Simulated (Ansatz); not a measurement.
Consider the ligand exchange at the Si–N bond: `C=C[SiH2]N[SiH2]O` + `SS` → `O[SiH2]SS` + `C=C[SiH2]N`.

Isolated molecules relaxed with PBE0-D4/def2-TZVP in Ansatz; ΔE leaves out vibrations. CCSD(T)/CBS is the MP2 limit (def2-TZVPP, def2-QZVPP) plus CCSD(T) − MP2 in def2-TZVPP, frozen cores. This one scheme is used for every species. Functionals use def2-TZVPP. HSE06 is defined as in plane-wave codes. Each species was taken in one conformer, which may not be the lowest.

**Question.** Is it downhill or uphill in electronic energy at CCSD(T)/CBS, and by how much? (Best estimate.)

**Answer.** Computed: Uphill: ΔE = +11.0 kJ/mol.

**Question.** What do these levels give: BLYP-D4, PBE0-D4, BHLYP-D4, ωB97X-V, PBE, PBE0, HSE06, CAM-B3LYP, LC-ωPBE, CCSD/def2-TZVPP, CCSD(T)/def2-TZVPP, HF/CBS(def2)? (Best estimate.)

**Answer.** The calculation gave: BLYP-D4 9.4, PBE0-D4 5.1, BHLYP-D4 15.1, ωB97X-V 11.8, PBE 0.0, PBE0 3.4, HSE06 3.2, CAM-B3LYP 14.2, LC-ωPBE 8.2, CCSD/def2-TZVPP 16.6, CCSD(T)/def2-TZVPP 14.7, HF/CBS(def2) 20.0 kJ/mol.

**Question.** What do rigid-rotor, harmonic-oscillator terms from PBE0-D4/def2-TZVP frequencies (298.15 K, 1 bar) make of the CCSD(T)/CBS value? (An estimate is asked.)

**Answer.** Computed: ΔZPE = +3.8 kJ/mol, ΔH = +15.7 kJ/mol, ΔS = 13 J/(mol·K), ΔG = +12.0 kJ/mol. Modes under 50 cm⁻¹ make the entropy rough.

Largest T1 diagnostic among the species: 0.012.

Leaving LDA and LC-ωPBE aside and taking each functional with its dispersion term where it has one, the values, not all of them listed here, spread over 14.3 kJ/mol, from PBE-D4 to CAM-B3LYP-D4. LDA lies +4.3 kJ/mol from PBE without D4. From BLYP to BHLYP (50 % exact exchange), in def2-TZVPP and without D4, ΔE moves by +7.1 kJ/mol.
